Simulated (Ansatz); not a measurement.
**Cost against result**

The pair of CH4 (SMILES C, atoms 1–5) and SbH3 (SMILES [SbH3], atoms 6–9), both closed shells, in one local arrangement (a lower one may exist), relaxed at PBE0-D4/def2-TZVP:

C1  (0.044, -0.213, -1.782)
H2  (-0.400, 0.669, -1.321)
H3  (-0.034, -0.133, -2.866)
H4  (-0.483, -1.106, -1.448)
H5  (1.095, -0.282, -1.500)
Sb6  (0.014, -0.438, 2.093)
H7  (-1.322, 0.507, 1.606)
H8  (1.110, 0.755, 1.557)
H9  (-0.024, 0.241, 3.661)
(Å)

Interaction energies are counterpoise-corrected; the time is that of the whole pair.

Ansatz 0.2.0; basis: as named in each row; cores frozen in the correlated methods. Filled d shells of the heavier atoms are correlated. Core potentials replace the inner electrons of the atoms past krypton. The def2 sets are not built for correlating such inner shells, so the correlated values are less sure here. B3LYP uses VWN-RPA correlation. Extrapolation: Hartree–Fock as exp(−7.88 √X), correlation as X^−2.97.

Times are rough, for one single point on 4 threads of a shared host (Arm Neoverse V1).

The estimate by CCSD(T) at an estimated basis limit (MP2 extrapolated from triple and quadruple zeta, plus CCSD(T) − MP2 in triple zeta) is -0.041 eV.

```tsv
method	basis	time (s)	interaction energy (eV)	method less estimate
SPW92	def2-SVP	under 1	-0.056	-0.015
PBE-D4	def2-SVP	under 1	-0.049	-0.008
PBE0-D4	def2-SVP	under 1	-0.045	-0.004
PBE-D4	def2-TZVPPD	1	-0.052	-0.011
revPBE-D4	def2-TZVPPD	1	-0.050	-0.009
CCSD(T)	def2-SVP	2	-0.002	0.039
BLYP-D4	def2-TZVPPD	2	-0.041	0.000
HSE06-D4	def2-TZVPPD	2	-0.047	-0.006
B3LYP-D4	def2-TZVPPD	2	-0.045	-0.004
PBE0-D4	def2-TZVPPD	2	-0.048	-0.007
wB97M-V	def2-SVP	2	-0.031	0.010
r2SCAN-D4	def2-TZVPPD	3	-0.037	0.004
B2PLYP	def2-TZVPPD	4	-0.003	0.038
wB97X-V	def2-TZVPPD	6	-0.041	0.000
B97M-V	def2-TZVPPD	6	-0.039	0.002
wB97M-V	def2-TZVPPD	6	-0.039	0.002
MP2	def2-QZVPPD	11	-0.042	-0.001
CCSD(T)	def2-TZVPPD	71	-0.033	0.008
```

No T1 diagnostic of these runs exceeds 0.015.
